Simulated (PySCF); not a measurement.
# NMR parameters from quadrupole coupling constants

Compound: C₆H₆FN.
Structure used (GFN2-xTB), in Å, numbered top down from 1:
```
atom  x, y, z in Å
C1    -2.5196    0.9599    0.5554
C2    -1.4688   -0.0204    0.4540
C3    -0.6046   -0.8587    0.3926
C4     0.4610   -1.7767    0.2846
N5     1.5541   -1.6026   -0.3365
C6     1.9776   -0.4390   -0.9124
C7     2.0595    0.7642   -0.3447
F8     1.6136    1.0179    0.9041
H9    -3.3786    0.5444    1.0815
H10   -2.1518    1.8285    1.1014
H11   -2.8275    1.2769   -0.4412
H12    0.3177   -2.7458    0.7542
H13    2.4178   -0.5683   -1.8923
H14    2.5489    1.6192   -0.7827
```

Computed at PBE0/pcSseg-1 (PySCF, non-relativistic):

```json
{"atom": "N5", "environment": "imine nitrogen", "nucleus": "14N", "spin I": "1", "Q (b)": "0.02044", "CQ = χzz (MHz)": "-5.150", "η": "0.225"}
```

Recover the principal values of the field gradient from CQ = 234.96 MHz × Q × Vzz, η = (Vxx − Vyy)/Vzz and a zero trace.

Vxx = −Vzz(1 − η)/2 and Vyy = −Vzz(1 + η)/2, in au:

| atom | Vxx (au) | Vyy (au) | Vzz (au) | Vzz (10²¹ V/m²) |
| --- | --- | --- | --- | --- |
| N5 | 0.416 | 0.657 | -1.072 | -10.42 |

At 21.15 T, set νQ = 3|CQ|/[2I(2I − 1)] beside the Larmor frequency (|g| × 7.62259 MHz/T × B; g(14N) = 0.40376), and give PQ = |CQ|√(1 + η²/3).

```
atom  PQ (MHz)  νQ (MHz)  ν0 (MHz)  νQ/ν0
  N5     5.193     7.725     65.09  0.119
```

For N5: PQ = 5.150 × 1.0084, νQ = 5.150 × 1.5000, ν0 = 3.0777 MHz/T × 21.15 T.

First-order 14N doublet splittings with the field along y and x of the gradient, (3/4)|CQ|(1 ± η)?

N5: 4.730 and 2.995 MHz.

The couplings are those of the rigid, isolated species; surroundings and motion change them. GFN2-xTB bond lengths can be off by several hundredths of an ångström, more for odd bonds, and the gradients follow them. The basis is small and wasn't made for field gradients, so the couplings can be 20 % off.

One conformer stands for the species.
